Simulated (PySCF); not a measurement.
Run record: excited-state job, `O=C(C)c1ncc[se]1`.

Computed with TDDFT CAM-B3LYP/def2-SVPD, vertical, gas phase, core orbitals frozen in the response (PySCF 2.14.0, density-fitted response routines). Geometry: GFN2-xTB. The input is one job of a driver script: a line of settings, then coordinates in Å.

Input:
```
{"job": {"kind": "uv", "xc": "CAM-B3LYP", "basis": "def2-SVPD", "nstates": 8, "ntriplets": 3}, "charge": 0, "multiplicity": 1}
C     -2.299390     0.316333     0.076737
C     -1.273054    -0.763669     0.232840
O     -1.518951    -1.925090     0.481946
C      0.119127    -0.355007     0.065105
N      0.585208     0.817654    -0.200321
C      1.922437     0.851261    -0.291119
C      2.589655    -0.328451    -0.096116
Se     1.428000    -1.718528     0.256810
H     -3.295585    -0.082622     0.245889
H     -2.086435     1.118632     0.779679
H     -2.226965     0.733033    -0.925667
H      2.396018     1.793796    -0.508603
H      3.655546    -0.456857    -0.134907
```

Problem. Estimate the output.

Solution. 
```
coarse grid: 55896 points
cycle   1  E = -2724.3511415371  dE =  7.994e-01  |g| = 8.459e-01  |ddm| = 6.638e+00
cycle   2  E = -2724.0759140078  dE =  2.752e-01  |g| = 1.500e+00  |ddm| = 4.073e+00
cycle   3  E = -2724.5034323094  dE = -4.275e-01  |g| = 1.086e-01  |ddm| = 2.703e+00
cycle   4  E = -2724.5047776302  dE = -1.345e-03  |g| = 7.757e-02  |ddm| = 3.723e-01
cycle   5  E = -2724.5060350350  dE = -1.257e-03  |g| = 2.182e-02  |ddm| = 1.889e-01
cycle   6  E = -2724.5061556054  dE = -1.206e-04  |g| = 5.599e-03  |ddm| = 5.766e-02
cycle   7  E = -2724.5061679735  dE = -1.237e-05  |g| = 1.689e-03  |ddm| = 1.919e-02
cycle   8  E = -2724.5061697875  dE = -1.814e-06  |g| = 8.024e-04  |ddm| = 7.657e-03
final grid: 118176 points
cycle   9  E = -2724.5061506149  dE = -1.755e-07  |g| = 7.951e-04  |ddm| = 4.950e-03
cycle  10  E = -2724.5061506100  dE =  4.938e-09  |g| = 9.378e-04  |ddm| = 2.817e-03
cycle  11  E = -2724.5061508025  dE = -1.925e-07  |g| = 8.168e-05  |ddm| = 1.469e-03
cycle  12  E = -2724.5061508070  dE = -4.533e-09  |g| = 7.183e-05  |ddm| = 2.780e-04
cycle  13  E = -2724.5061508100  dE = -2.957e-09  |g| = 2.213e-05  |ddm| = 3.322e-04
cycle  14  E = -2724.5061508101  dE = -1.355e-10  |g| = 3.969e-06  |ddm| = 5.302e-05
converged SCF energy = -2724.5061508101

Static polarisability (au): isotropic 91.877, principal 58.359 101.215 116.058

Singlet excitations
state   eV       nm        f      main configurations
  1   3.7828    327.8   0.00017   H-1->L 0.89
  2   4.3340    286.1   0.11686   H->L 0.94
  3   4.6188    268.4   0.00020   H-3->L 0.91
  4   5.3139    233.3   0.10165   H-2->L 0.93
  5   5.6622    219.0   0.00015   H->L+1 0.75, H->L+5 0.11
  6   6.5096    190.5   0.00199   H-2->L+1 0.75, H-2->L+5 0.10
  7   6.7952    182.5   0.00071   H-4->L 0.50, H-1->L+3 0.34
  8   6.8798    180.2   0.17353   H->L+3 0.52, H-1->L+1 0.30

Triplet excitations (Tamm-Dancoff, eV): 2.9709 3.3139 3.9096
```

The SCF starts on a coarse grid where the log names one; the energy can jump when the final grid takes over, and dE then counts from the start density on the new grid. H and L stand for HOMO and LUMO; the number after each pair is its weight.

Problem. How does the lowest singlet excitation compare with the HOMO–LUMO gap?

Solution. HOMO -8.58 eV and LUMO -1.34 eV give a gap of 7.24 eV; S1 at 3.78 eV lies 3.46 eV below it.

In short: HOMO -8.58 eV, LUMO -1.34 eV; lowest singlet 3.78 eV; lowest triplet 2.97 eV (Tamm–Dancoff); mean polarisability 91.9 au.

 Relativistic effects, spin–orbit coupling among them, are left out although an element past zinc is present.

The run took 62 s on Arm Neoverse V1, one thread, no GPU, on a shared host.

One conformer stands for the species.
Labels such as C1 count atoms from 1, the log's own numbers from 0.
